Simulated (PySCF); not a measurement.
## Property card for `CS[SiH2]C([SiH3])[SiH3]`

C2H12SSi3.
Bonds: C1–S2, S2–Si3, Si3–C4, C4–Si5, C4–Si6. Hydrogens: H7, H8, H9 on C1; H10, H11 on Si3; H12 on C4; H13, H14, H15 on Si5; H16, H17, H18 on Si6.

Structural features include: Si–H bond and C–Si bond.

From PBE0-D3(BJ)/def2-SVP geometry optimisation, gas phase (PySCF):

```yaml
Point_group: C1
Rotational_constants_A_B_C: 2.524, 0.783, 0.632 GHz
```

From PBE0/def2-SVPD ground state, ΔSCF and vertical TDDFT (core frozen in the response) (PySCF):

```yaml
Dipole_moment: 1.20 D
HOMO_energy: -6.95 eV
LUMO_energy: -0.29 eV
HOMO–LUMO_gap: 6.66 eV
Lowest_singlet_excitation: 5.32 eV (233 nm, f = 0.002)
Strongest_line_among_the_10_lowest_singlet_transitions: S9 at 7.15 eV (173 nm, f = 0.025)
Lowest_triplet_excitation_Tamm–Dancoff: 5.00 eV
Static_isotropic_polarisability: 130.0 au
Vertical_ionisation_energy: 8.89 eV
Electronic_spatial_extent_⟨r²⟩_about_the_centre_of_nuclear_charge: 1851 bohr²
```

**B3LYP/pcSseg-1 ground state and GIAO shieldings, non-relativistic (PySCF)**

```yaml
13C_chemical_shifts_computed_TMS_as_zero_by_class: 15.1 (C1), -21.1 (C4) ppm
1H_chemical_shifts_computed_TMS_as_zero_by_class: 4.65 (H10/H11), 3.93 (H13/H14/H15/H16/H17/H18), 1.95 (H7/H8/H9), -0.56 (H12) ppm
Isotropic_shieldings_of_nuclei_other_than_C_and_H_by_class: 350 (Si3), 404 (Si5/Si6), 676 (S2) ppm
```

Monoisotopic mass from the formula: 151.9968 u.

The dipole matches unit charges of opposite sign 0.25 Å apart (1 e·Å = 4.8032 D). No computed singlet falls in the visible range (750 to 380 nm, 1.65 to 3.26 eV); S1 lies 2.06 eV above its blue end. With B = h/(8π²I), that is 505.379 GHz u Å² over I, the principal moments of inertia are 200.2, 645.1 and 799.9 u Å² (most abundant isotopes). S1 lies 1.34 eV below the HOMO–LUMO gap; its leading configuration is HOMO→LUMO, weight 0.92. The polarisability is 19.26 Å³ as a volume (1 au = 0.148185 Å³), or 1.58 au for each of the 82 electrons. The vertical singlet–triplet gap S1 − T1 is 0.32 eV (TDDFT singlet less Tamm–Dancoff triplet; S1: HOMO→LUMO, weight 0.92; T1: HOMO→LUMO, weight 0.82).

One conformer (not necessarily the lowest) at the PBE0-D3(BJ)/def2-SVP geometry, without solvent or vibrations. NMR classes are plain means over equivalent atoms (diastereotopic ones count apart unless rotation or inversion swaps them), as if these changed places fast; in this geometry the members of some classes differ.

Conformer computed: `[CH3:1][S:2][SiH2:3][CH:4]([SiH3:5])[SiH3:6]`: C1–S2–Si3–C4 174°, S2–Si3–C4–Si5 -172°.
